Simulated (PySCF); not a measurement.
# Excitation energy of Si²⁺ by level of theory

Si²⁺ [Ne] 3s2 (1S) → Si²⁺ [Ne] 3s1 3d1, s spin flipped, as a difference of total energies. Computed with PySCF 2.14 in aug-cc-pCVTZ-DK with one added diffuse shell each of s, p, d, f type (9s8p6d4f, 91 functions), with scalar relativity by spin-free X2C-1e. Correlated levels: valence: [Ne] frozen. The calculations carry no spin-orbit coupling.

| method | excitation energy (eV) |
| --- | --- |
| UHF | 17.498 |
| MP2 (valence) | 17.744 |
| SCS-MP2 (valence) | 17.794 |

**Question.** How much does correlation contribute at MP2 (valence)?

**Answer.** 17.744 − (17.498) = 0.246 eV, measured against UHF.

The upper determinant mixes two multiplicities, so it lies between the two terms.

The promoted electron is Rydberg-like, and one or two diffuse shells describe it only roughly, which tends to raise the upper state.

The coupled-cluster amplitudes are large for the upper state (T1 above 0.03 or a double amplitude above 0.15), so a single reference is strained.
